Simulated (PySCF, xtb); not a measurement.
Cd(SiH3)(OSiH3) (CdH6OSi2), SMILES [SiH3][O][Cd][SiH3].

GFN2-xTB in xtb at its own geometry gives an orbital gap of 3.03 eV and a dipole moment of 5.63 D.

Coordinates come from a B3LYP-D3(BJ)/def2-SVP optimisation. The structure was generated by enumeration; whether it is a known compound was not checked. The def2 effective core potentials stand for the cores of Cd; spin–orbit coupling is left out. The values are those of a single conformer.

**Question.** What does B3LYP/def2-TZVP (PySCF) give? (An estimate is asked for; the answer gives what the named calculation found.)

**Answer.** gap 6.17 eV (levels -7.56 and -1.39 eV), dipole 2.97 D.
